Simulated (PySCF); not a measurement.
Field gradients at the hydrogen positions

C6H14P2.
Z-matrix (Å and degrees, PBE0-D3(BJ)/def2-SVP geometry), rows numbered from 1:
```
C 
P   1  1.6812
C   2  1.8145  1  111.04
C   2  1.8267  1  121.78  3  -123.77
C   4  1.3401  2  127.42  1   113.39
C   5  1.4921  4  125.29  2  -171.30
C   2  1.8240  1  108.66  3   117.83
P   7  1.8714  2  109.40  1   -50.45
H   1  1.0940  2  117.10  3    50.86
H   1  1.0947  2  116.61  3  -165.20
H   3  1.0988  2  111.68  1  -178.73
H   3  1.0994  2  109.06  1   -57.50
H   3  1.0983  2  107.58  1    60.25
H   4  1.0996  2  113.09  1   -57.35
H   5  1.0978  4  119.14  2     8.15
H   6  1.1033  5  110.91  4   119.95
H   6  1.0995  5  111.77  4    -0.91
H   6  1.1029  5  111.03  4  -122.04
H   7  1.1017  2  108.87  1  -170.23
H   7  1.1010  2  108.34  1    73.11
H   8  1.4220  7   98.07  2    85.27
H   8  1.4346  7   95.17  2   179.74
```

Level: PBE0/pcSseg-1 (PySCF, non-relativistic); Q(2H) = 0.00286 b; rigid geometry, the same for H and D, with no vibrational averaging.

Question: Rank these positions by the coupling χzz of a deuteron there, largest first.
A. H21 (P–H hydrogen)
B. H14 (vinylic hydrogen)
C. H22 (P–H hydrogen)
D. H16 (methyl hydrogen)
E. H10 (hydrogen on carbon)

Answer: E (217 kHz), B (199 kHz), D (193 kHz), A (117 kHz), C (110 kHz).

Question: Tabulate Vzz, the asymmetry η and χzz = 234.96 MHz × Q × Vzz for every hydrogen position.

Answer: 
```
atom  bonded to  bond length (Å)  Vzz (au)     η  χzz (kHz)
  H9         C1            1.094    0.3236  0.16        217
 H10         C1            1.095    0.3225  0.16        217
 H11         C3            1.099    0.2959  0.00        199
 H12         C3            1.099    0.2956  0.01        199
 H13         C3            1.098    0.2919  0.02        196
 H14         C4            1.100    0.2960  0.08        199
 H15         C5            1.098    0.2946  0.07        198
 H16         C6            1.103    0.2873  0.03        193
 H17         C6            1.099    0.2924  0.04        196
 H18         C6            1.103    0.2880  0.03        194
 H19         C7            1.102    0.2915  0.01        196
 H20         C7            1.101    0.2937  0.02        197
 H21         P8            1.422    0.1740  0.09        117
 H22         P8            1.435    0.1637  0.10        110
```

Question: Average by the element that carries the hydrogen.

Answer: on C: 200 kHz over 12 positions, mean bond length 1.099 Å; on P: 113 kHz over 2 positions, mean bond length 1.428 Å.

Question: How does χzz go with the bond length over the 12 C–H bonds?

Answer: A straight-line fit has a slope of -25.4 kHz for each 0.01 Å, with a correlation coefficient of -0.89, over lengths from 1.094 to 1.103 Å. The longer bonds have the smaller couplings here.

One conformer (not necessarily the lowest) at the PBE0-D3(BJ)/def2-SVP geometry, without solvent, vibrations or thermal averaging. The small basis limits the accuracy of the gradients.
